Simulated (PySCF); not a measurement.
boron trifluoride (BF3), SMILES FB(F)F. Heavy atoms are numbered as in [F:1][B:2]([F:3])[F:4].

Geometry: B3LYP-D3(BJ)/def2-TZVP.

Calculation: B3LYP/pcSseg-1 (PySCF).

GIAO shieldings, no solvent; atoms alike by connectivity are averaged. δ = σ(ref) − σ: ¹⁹F against CFCl3 (σ = 161.7 ppm), references at their B3LYP-D3(BJ)/def2-TZVP geometries, non-relativistic.

Q: Estimate the chemical shifts. (Estimate from the structure and the level; the computed values follow.)

A: 
```
nucleus  atoms  count  δ (ppm)
-------  -----  -----  -------
¹⁹F         F1      3   -135.0
```
